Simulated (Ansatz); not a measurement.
System: HgBr$_{2}$, charge 0, singlet. HgBr2 (SMILES [Br][Hg][Br]).
B3LYP-D3(BJ)/def2-TZVP minimum from Ansatz (a first-principles code):
```
Hg
Br 1 2.4249
Br 1 2.4249 2 180.00
```

Total energies in hartree (Ansatz). UHF or UKS for unpaired electrons; spin-orbit terms are left out. Cores are frozen in correlated methods (noble-gas shells, and filled d and f shells in the p block). Past Kr the def2 sets carry scalar-relativistic core potentials. Spin-orbit terms, left out, reach several kcal/mol for Br and I, and more for heavier atoms.

```tsv
species	HF/def2-TZVPP	CCSD(T)/def2-TZVPP	HF/def2-QZVPP	CCSD(T)/def2-QZVPP	CCSD(T)/def2-SVP	CCSDT(Q)/def2-SVP
1: HgBr2 (SMILES [Br][Hg][Br])	-5297.45139	-5298.21711	-5297.55126	-5298.38011	-5297.34556	-5297.34693
2: Hg (singlet)	-152.55433	-152.96940	-152.55458	-152.99161	-152.83692	-152.83732
3: Br (doublet)	-2572.39810	-2572.55635	-2572.44770	-2572.62201	-2572.19581	-2572.19614
```

Problem. Work out the atomisation energy (electronic, to ground-state atoms) in kcal/mol: take Hartree-Fock from def2-QZVPP, extrapolate the CCSD(T) correlation energy as X^-3 (X = 3, 4), and add CCSDT(Q) - CCSD(T) in def2-SVP. 1 hartree = 627.51 kcal/mol.

Solution. 
Species 1: correlation (64·(-0.82885) - 27·(-0.76572))/37 = -0.87492; step -0.00137; E1 = -5297.55126 + (-0.87492) + (-0.00137) = -5298.42755
Species 2: correlation (64·(-0.43703) - 27·(-0.41507))/37 = -0.45305; step -0.00040; E2 = -152.55458 + (-0.45305) + (-0.00040) = -153.00803
Species 3: correlation (64·(-0.17431) - 27·(-0.15825))/37 = -0.18603; step -0.00033; E3 = -2572.44770 + (-0.18603) + (-0.00033) = -2572.63406
-1·E1 +1·E2 +2·E3 = 0.15140 hartree = 95.0 kcal/mol.
